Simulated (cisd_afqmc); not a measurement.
Input (AFQMC/CISD/def2-QZVPP; cisd_afqmc is a phaseless AFQMC code with CISD trial states that reads the integrals written by Ansatz): A basis named .json is the Basis Set Exchange file of that set.

Ansatz 0.2 input:
```python
import cisd_afqmc

open("ham.yaml", "w").write("""\
crystal:
  periodic: [false, false, false]
  atoms:
    - {symbol: Pb, position_ang: [0.00000000, 0.00000000, 0.00000000]}
basis:
  gaussian:
    orbitals: def2-QZVPP.json
magnetization: {spin_polarized: true, initial_magnetization: 2}
correlation: {method: ccsd, electrons: outside_noble_gas, hamiltonian_folder: ham}
scf: {lower_state_search: full}
""")
rep = cisd_afqmc.ansatz("ham.yaml")
e_ccsd = rep["correlation"]["coupled_cluster"]["energy"]["hartree"]
out = cisd_afqmc.run("ham", e_ccsd, trial="CISD", walkers=2000, populations=1, threads=12, dt=0.005, steps=40, early=36, settle=10, least=100,
    cut=5e-5, rank_cut=2e-4, target=0.0004, seconds=1000, seed=4, memory=62639, gpu=True)
```

Output:

```
orbitals 73, occupied [3, 1], factors 397 of 493, rank of the doubles 112 of 282
E(HF) = -191.836206
E(CCSD) on the cut factors = -191.885357, shift to the whole factors -0.000000
Energy of the trial state on the determinant = -191.885336
  tau behind 10.8 of longer steps, mean of the populations' last blocks
   2.0  -191.88698
   4.0  -191.88695
   6.0  -191.88679
   8.0  -191.88743
  10.0  -191.88674
  12.0  -191.88683
  14.0  -191.88656
  16.0  -191.88716
  18.0  -191.88663
  20.0  -191.88687
  22.0  -191.88756
blocks 92 (8 outliers left out), error by blocks joined: 1: 0.00002, 2: 0.00002, 4: 0.00002
E(AFQMC/CISD) = -191.88679 +/- 0.00002
```

The error still grows at the longest joins of blocks, or few joins were possible, so the printed bar may be too narrow.
